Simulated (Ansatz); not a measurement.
System: C2H7ClSi2 (charge 0, singlet). 
Coordinates optimised at B3LYP-D3(BJ)/def2-TZVP (Ansatz, an electronic-structure program):
```
Si
H 1 1.4841
H 1 1.4847 2 109.34
C 1 1.8614 2 111.28 3 -121.27
C 4 1.3318 1 123.88 2 125.52
H 5 1.0848 4 121.95 1 -1.62
H 5 1.0849 6 115.98 4 179.90
H 4 1.0873 5 118.31 6 -179.77
Si 1 2.3451 2 107.65 3 119.24
H 9 1.4806 1 112.27 2 -176.01
H 9 1.4810 10 108.78 1 -126.37
Cl 9 2.0838 10 107.28 11 -115.91
```
Charge 0, spin multiplicity 1.

Property: vertical triplet-singlet gap (E(triplet) - E(singlet); each state is the SCF solution reached for its spin), in kcal/mol. Valence correlation only, unless marked. Open shells are spin-unrestricted. Spin-orbit coupling is left out. Non-relativistic. Basis-set limits of correlation are two-point, X^-3; Hartree-Fock from the larger set. The bracket is a focal-point correction in the basis named.

RI-MP2/CBS(aug-cc-pV(T+d)Z,aug-cc-pV(Q+d)Z)+[CCSD(T)-MP2]/aug-cc-pV(T+d)Z (Ansatz) gives 102.0 kcal/mol.

**Question.** Another calculation gave 100.2 kcal/mol. Which level was it?
A. PBE/def2-TZVPD (Ansatz)
B. wB97X-V/def2-TZVPD (Ansatz)
C. BHLYP/def2-TZVPD (Ansatz)

**Answer.** B, wB97X-V/def2-TZVPD (Ansatz). The others give 92.8 (BHLYP), 95.6 (PBE) kcal/mol.
